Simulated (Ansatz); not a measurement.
A structure relaxed at r2SCAN-D4/def2-SVP in Ansatz, charge 0, singlet:

```xyz
10

Ge    2.822   -0.083   -0.186
Ge   -1.049    0.779    2.058
Ge    0.197    1.366   -2.283
Ge   -1.847    0.866   -0.790
Ge    0.535   -2.763   -0.071
Te   -3.095    2.219    0.987
Te    1.169   -1.142   -2.263
Te    0.876    1.933    0.280
Te    2.220   -1.791    1.724
Te   -1.828   -1.385    0.543
```

(1) Give its formula.

(2) Summarise the bond lengths by kind (pairs closer than 1.2 times the sum of covalent radii, bridged metal pairs left out).

## Answers

(1) Ge₅Te₅.

(2) 13 × Ge–Te 2.56 to 2.86 Å; 1 × Ge–Ge 2.58 Å.

In the def2 sets Te takes a core potential; there is no spin–orbit coupling. The structure comes from a short search, and lower isomers may exist.
